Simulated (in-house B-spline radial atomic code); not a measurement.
A fraction x of an electron is removed from 2s in neutral neon, starting from [He] 2s2 2p6 and keeping the highest spin. Method: non-relativistic LDA PW92, spin-polarised, spherical fractional occupations, point nucleus. Calculated with a B-spline radial code for spherical atoms.

```json
{"x": "0", "E(x) - E(0) (eV)": "0.0000", "2s down level (eV)": "-35.990"}
{"x": "0.09", "E(x) - E(0) (eV)": "3.3077", "2s down level (eV)": "-37.518"}
{"x": "0.13", "E(x) - E(0) (eV)": "4.8221", "2s down level (eV)": "-38.206"}
{"x": "0.26", "E(x) - E(0) (eV)": "9.9359", "2s down level (eV)": "-40.477"}
{"x": "0.5", "E(x) - E(0) (eV)": "20.1656", "2s down level (eV)": "-44.797"}
{"x": "0.59", "E(x) - E(0) (eV)": "?", "2s down level (eV)": "?"}
{"x": "0.74", "E(x) - E(0) (eV)": "31.4502", "2s down level (eV)": "-49.265"}
{"x": "0.87", "E(x) - E(0) (eV)": "38.0152", "2s down level (eV)": "-51.741"}
{"x": "0.95", "E(x) - E(0) (eV)": "?", "2s down level (eV)": "?"}
{"x": "1", "E(x) - E(0) (eV)": "44.9044", "2s down level (eV)": "-"}
```

**Question.** What belongs in the row x = 0.59?

**Answer.** An energy change of 24.2718 eV; 2s down at -46.456 eV.

**Question.** What belongs in the row x = 0.95?

**Answer.** An energy change of 42.2161 eV; 2s down at -53.282 eV.

**Question.** Check Janak's theorem between x = 0.09 and 0.13.

**Answer.** The slope of the energy is 37.86 eV; the orbital levels give 37.86 eV (-ε of the emptying orbital, averaged over the two points).
